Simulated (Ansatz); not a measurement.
Spin states of Ga4As4⁻ (the lowest doublet isomer of a short search), each relaxed with r2SCAN-D4/def2-SVP in Ansatz. Electronic energies in the gas phase.

The structure comes from a short search, and lower isomers may exist.

Doublet geometry:

```xyz
8

Ga    1.1729   -2.4632    0.3388
Ga    1.4079    2.0718    1.2862
Ga   -0.7183   -0.8259   -2.1586
Ga   -0.6871   -0.2680    0.8059
As   -1.2012    2.0173    1.2730
As   -1.3410   -2.3411   -0.1319
As    1.6107    0.1026   -0.3744
As   -0.2439    1.7064   -1.0392
```

Quartet geometry:

```csv
atom,x (Å),y (Å),z (Å)
Ga1,0.617,-0.885,1.682
Ga2,1.462,-1.420,-0.823
Ga3,-2.008,0.425,0.983
Ga4,0.642,1.575,-0.138
As5,1.266,0.637,-2.246
As6,0.162,1.462,2.189
As7,-1.018,-1.884,-0.036
As8,-1.124,0.091,-1.611
```

⟨S²⟩: doublet 0.76 at PBE0-D4/def2-SVP (pure 0.75), quartet 3.77 at PBE0-D4/def2-SVP (pure 3.75).

Run but left out: HF/STO-3G (doublet: ⟨S²⟩ 4.00, where a pure state has 0.75).

Only these spin states were relaxed. The quartet has other bonds than the doublet, so the gap mixes isomer and spin.

```
             level  quartet − doublet (kJ/mol)  lowest of these
   PBE-D4/def2-SVP                        77.5          doublet
revPBE-D4/def2-SVP                        76.8          doublet
r2SCAN-D4/def2-SVP                        59.4          doublet
```

Question: Estimate the rows for PBE0-D4/def2-SVP, BHLYP-D4/def2-SVP.

Answer: 
```json
{"level": "PBE0-D4/def2-SVP", "quartet − doublet (kJ/mol)": "68.4", "lowest of these": "doublet"}
{"level": "BHLYP-D4/def2-SVP", "quartet − doublet (kJ/mol)": "80.6", "lowest of these": "doublet"}
```
